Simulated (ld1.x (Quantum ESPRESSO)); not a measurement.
# Configuration tests for Zn (TM)

- Element: zinc (Zn)
- Generator: ld1.x (Quantum ESPRESSO) 7.5
- Type: norm-conserving Troullier–Martins (Kleinman–Bylander form)
- Functional: PW91
- Relativity: scalar-relativistic
- Frozen core: [Ar]
- Valence charge: 12
- Reference configuration: 3d10 4s1 4p0 (charge +1)
- Partial waves: 4p (bound, empty): rc 2.60 bohr; 3d (bound): rc 0.95 bohr; 4s (bound): rc 1.65 bohr
- Local potential: the s channel
- Core correction: Bessel-smoothed model core inside 0.85 bohr

Energies are relative to the spin-unpolarised reference configuration 3d10 4s1 4p0; without spin polarisation the order of configurations can differ from experiment. The frozen-core shift is the all-electron ΔE with the core orbitals held at their reference shape minus the fully relaxed ΔE.

```csv
valence configuration,charge,ΔE all-electron (eV),error AE − PS (meV),frozen-core shift (meV)
3d10 4s2 4p0,0,-9.962,-6.6,+0.1
3d10 4s0 4p0,+2,18.512,-20,+4.4
3d9 4s0 4p0,+3,59.164,-496,+177
3d9 4s2 4p0,+1,8.036,-543,+133
3d8 4s0 4p0,+4,121.109,-2530,+1011
3d9 4s2 4p1,0,2.321,-598,+137
3d10 4s1 4p1,0,-4.845,-1.4,-0.3
```

Levels in the configuration 3d9 4s0 4p0:

| level | all-electron (eV) | pseudo (eV) |
| --- | --- | --- |
| 3d | -50.843 | -51.990 |

A variational frozen-core shift is positive and of second order in the change. This column holds negative values, so the frozen-core run of ld1.x carries numerical noise or an error of first order here, and the column gives no more than the rough size of the effect.
